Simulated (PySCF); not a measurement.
**Bi (bismuth, neutral) across methods**

[Xe] 4f14 5d10 6s1 6p4, high-spin 4P determinant (an excited configuration). Calculation: PySCF 2.14, in ANO-RCC-VTZP (8s7p5d3f2g, 93 functions); the spin-free X2C one-electron Hamiltonian (Gaussian nucleus).

```tsv
method	E (hartree)	mean ε 6s α (eV)	mean ε 6p α (eV)	mean ε 6p β (eV)	Σ⟨r²⟩ (bohr²)	⟨S²⟩
PBE	-21534.29	-16.080	-5.926	-4.352	77.69	3.756
r2SCAN	-21534.21	-16.979	-6.372	-4.364	77.55	3.767
UHF	-21527.99449	-23.061	-9.825	-5.616	79.42	3.801
LDA	-21521.30	-16.291	-6.030	-4.540	77.50	3.754
```

Problem. Estimate the same row for PBE0.

Solution. E (hartree) = -21533.97; mean ε 6s α (eV) = -17.986; mean ε 6p α (eV) = -7.015; mean ε 6p β (eV) = -4.954; Σ⟨r²⟩ (bohr²) = 77.50; ⟨S²⟩ = 3.760.

Spin-orbit coupling is strong in this species (close to jj coupling), so the high-spin LS determinant is a model state, not a physical level.
